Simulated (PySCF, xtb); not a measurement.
C₃H₇BFN, SMILES CB(C(=C)F)N. One conformer was computed; it need not be the lowest.

Harmonic wavenumbers (cm⁻¹) from GFN2-xTB run with xtb at its own minimum, in rising order: 17, 75, 175, 258, 294, 392, 438, 480, 598, 613, 667, 718, 823, 864, 878, 889, 918, 1101, 1218, 1369, 1395, 1402, 1490, 1501, 1541, 1659, 3017, 3029, 3035, 3107, 3152, 3488, 3524.

### Question
What does PBE-D3(BJ)/def2-SVP (PySCF) give at its own minimum? (The exact figures need the calculation; the answer reports its results.)

### Answer
52, 112, 181, 262, 294, 424, 449, 505, 533, 651, 660, 725, 821, 830, 836, 863, 915, 1112, 1236, 1286, 1328, 1352, 1380, 1416, 1552, 1645, 2967, 3045, 3067, 3089, 3192, 3506, 3609. Paired by order, the mean absolute difference is 33 cm⁻¹ and the zero-point energies are 63.1 and 62.7 kcal/mol.
